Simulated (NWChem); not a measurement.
# C₃H₆AlF; SMILES C=[CH][Al]([CH3])[F]

```xyz
11

Al     0.1270     0.4701    -0.0031
F      1.3311     1.6314     0.0016
C     -1.7185     1.0805    -0.0025
H     -2.4485     0.2636    -0.1133
H     -1.8933     1.8024    -0.8176
H     -1.9509     1.6086     0.9379
C      0.6858    -1.3869    -0.0005
C     -0.2137    -2.3844    -0.0004
H      1.7457    -1.6778     0.0020
H      0.0732    -3.4443     0.0022
H     -1.2955    -2.1970    -0.0028
```
Atoms are numbered in this order, from 1.

Computed with NWChem. Pople sets run with spherical d functions. All runs use the structure optimised with PBE0/def2-SVP. Vzz is the largest principal value of the second derivative of the potential at the nucleus (NWChem prints the opposite sign); η is the asymmetry. Non-relativistic.

```tsv
level	Vzz Al1 (a.u.)	η Al1
CAM-B3LYP/6-31G*	0.959	0.42
PBE0/cc-pVTZ	1.283	0.43
PBE0/6-31G*	?	0.41
```

Question: Some entries are withheld; supply them.

Answer: 
- PBE0/6-31G*, Vzz Al1 (a.u.): 0.935
